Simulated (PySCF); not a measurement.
Job file and geometry (Å, from GFN2-xTB) of an NMR shielding run on `InChI=1S/C6H10S2Si/c1-3-5-6-8-9-7-4-2/h4H,2,6,9H2,1H3`, GIAO PBE0/pcSseg-1 NMR shielding, non-relativistic, gas phase (PySCF 2.14.0, density-fitted response routines); density fitting, a coarse starting grid and PySCF grid level 2 are the driver's defaults:

```
$ OMP_NUM_THREADS=1 python probes_run.py task.json out

{"job": {"kind": "nmr", "xc": "PBE0", "basis": "pcSseg-1"}, "charge": 0, "multiplicity": 1}
C      4.875382     0.628468    -0.080888
C      3.575854     0.418251     0.015280
S      2.392453     1.723404    -0.120929
Si     0.585471     0.688032    -0.629326
S      0.483032    -1.167675     0.425015
C     -1.012959    -1.880951    -0.383413
C     -2.169458    -1.042442    -0.228989
C     -3.093782    -0.295383    -0.065858
C     -4.234781     0.573902     0.105347
H      5.275768     1.608558    -0.272336
H      5.577574    -0.178657     0.035926
H      3.150957    -0.552706     0.216055
H     -0.476051     1.590775    -0.229486
H      0.577643     0.382162    -2.055963
H     -1.158323    -2.843759     0.107648
H     -0.773513    -2.036059    -1.436369
H     -5.145626    -0.018198     0.188382
H     -4.114679     1.165912     1.012131
H     -4.324764     1.245615    -0.747944
```

Q: What does the program print?

A: 
```
coarse grid: 17592 points
cycle   1  E = -1319.6090135821  dE =  1.066e+00  |g| = 4.449e-01  |ddm| = 4.483e+00
cycle   2  E = -1319.6060679256  dE =  2.946e-03  |g| = 4.574e-01  |ddm| = 1.194e+00
cycle   3  E = -1319.6609675057  dE = -5.490e-02  |g| = 9.920e-02  |ddm| = 6.123e-01
cycle   4  E = -1319.6630610659  dE = -2.094e-03  |g| = 5.084e-02  |ddm| = 1.333e-01
cycle   5  E = -1319.6636324012  dE = -5.713e-04  |g| = 1.578e-02  |ddm| = 4.810e-02
cycle   6  E = -1319.6636912172  dE = -5.882e-05  |g| = 5.770e-03  |ddm| = 1.986e-02
cycle   7  E = -1319.6636988378  dE = -7.621e-06  |g| = 1.776e-03  |ddm| = 5.877e-03
final grid: 156392 points
cycle   8  E = -1319.7225989141  dE = -3.043e-05  |g| = 9.492e-03  |ddm| = 4.667e-02
cycle   9  E = -1319.7225850320  dE =  1.388e-05  |g| = 1.189e-02  |ddm| = 2.058e-02
cycle  10  E = -1319.7226208839  dE = -3.585e-05  |g| = 1.518e-03  |ddm| = 1.196e-02
cycle  11  E = -1319.7226213938  dE = -5.099e-07  |g| = 4.385e-04  |ddm| = 1.384e-03
cycle  12  E = -1319.7226214403  dE = -4.644e-08  |g| = 1.339e-04  |ddm| = 5.402e-04
cycle  13  E = -1319.7226214445  dE = -4.228e-09  |g| = 4.607e-05  |ddm| = 1.531e-04
cycle  14  E = -1319.7226214450  dE = -5.425e-10  |g| = 1.411e-05  |ddm| = 6.051e-05
converged SCF energy = -1319.7226214450

GIAO shielding tensors (ppm)
atom      isotropic    diamagn.    paramagn.     s11        s22        s33       span
  0 C       63.470     250.175    -186.705    -54.304     84.760    159.955    214.258
  1 C       50.249     262.898    -212.649    -60.190     61.620    149.318    209.509
  2 S      586.078    1060.060    -473.981    399.691    555.459    803.085    403.394
  3 Si     359.400     880.680    -521.280    318.062    356.781    403.356     85.295
  4 S      631.444    1061.075    -429.631    481.924    534.039    878.368    396.444
  5 C      165.865     256.074     -90.209    150.835    167.626    179.135     28.300
  6 C      105.434     263.911    -158.476     12.563     26.901    276.839    264.277
  7 C       94.856     268.155    -173.299     15.688     21.847    247.033    231.345
  8 C      182.240     252.563     -70.323    174.683    175.175    196.861     22.179
  9 H       25.997      29.654      -3.657     22.202     24.504     31.286      9.083
 10 H       26.025      28.183      -2.158     22.031     24.785     31.259      9.228
 11 H       25.269      33.930      -8.660     19.318     24.878     31.612     12.293
 12 H       26.305      32.184      -5.879     21.483     26.051     31.381      9.898
 13 H       26.131      30.828      -4.697     21.595     25.541     31.257      9.661
 14 H       28.314      29.910      -1.596     21.485     27.243     36.215     14.730
 15 H       28.366      31.145      -2.779     22.078     27.931     35.090     13.012
 16 H       29.663      23.847       5.816     24.275     27.567     37.149     12.875
 17 H       29.621      31.172      -1.551     24.418     28.313     36.132     11.714
 18 H       29.715      29.550       0.165     24.507     28.210     36.430     11.923
```

Q: Turn these shieldings into chemical shifts. Referencing at the same level of theory: 13C (σref 186.93), 29Si (σref 349.16), 1H (σref 31.72) against TMS; 33S (σref 503.73) against CS2.

A: Averaging equivalent atoms: C 1: 136.7; C 0: 123.5; C 7: 92.1; C 6: 81.5; C 5: 21.1; C 8: 4.7; S 2: -82; S 4: -128; Si 3: -10.2; H 11: 6.45; H 9: 5.72; H 10: 5.69; H 12/13: 5.50; H 14/15: 3.38; H 16/17/18: 2.05 ppm. 

Size and cost of the density-fitted run: 224 basis functions, 64 s wall time on 1 thread of an Arm Neoverse V1, shared host; peak memory 0.99 GiB.
